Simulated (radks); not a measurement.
Values are calculated unless marked as measured or tabulated.
Question: All-electron atom: As+ in [Ar] 3d10 4s1 4p3 (not the ground configuration). Level of theory: Dirac Kohn-Sham, PBE, spin-unpolarised, spherical densities, finite nucleus; open shells are shared between the two j in proportion to 2j + 1; Fermi nuclear charge, rms radius 4.0968 fm (a radial shooting solver on a logarithmic mesh with Libxc functionals). Some entries of the table are withheld. Estimate them.

| orbital | occ. | eigenvalue (Ry) | r(max) (bohr) | <r> (bohr) |
|---|---|---|---|---|
| 1s1/2 | 2 | -861.9391 | 0.02973 | (1) |
| 2s1/2 | 2 | -110.0699 | 0.1701 | 0.2025 |
| 2p1/2 | 2 | -98.42876 | 0.1342 | 0.1747 |
| 2p3/2 | 4 | -95.74133 | 0.1373 | 0.1783 |
| 3s1/2 | 2 | -14.82609 | (2) | 0.5981 |
| 3p1/2 | 2 | -10.91461 | 0.5154 | (3) |
| 3p3/2 | 4 | -10.54534 | 0.5239 | (4) |
| 3d3/2 | 4 | -3.85744 | 0.4753 | 0.6730 |
| 3d5/2 | 6 | -3.80373 | 0.4781 | 0.6776 |
| 4s1/2 | 1 | -1.78275 | (5) | 1.858 |
| 4p1/2 | 1 | -1.05083 | (6) | 2.250 |
| 4p3/2 | 2 | -1.02516 | (7) | 2.287 |

Answer: 
(1) 1s1/2 <r> (bohr): 0.04550
(2) 3s1/2 r(max) (bohr): 0.5218
(3) 3p1/2 <r> (bohr): 0.6098
(4) 3p3/2 <r> (bohr): 0.6203
(5) 4s1/2 r(max) (bohr): 1.586
(6) 4p1/2 r(max) (bohr): 1.863
(7) 4p3/2 r(max) (bohr): 1.894
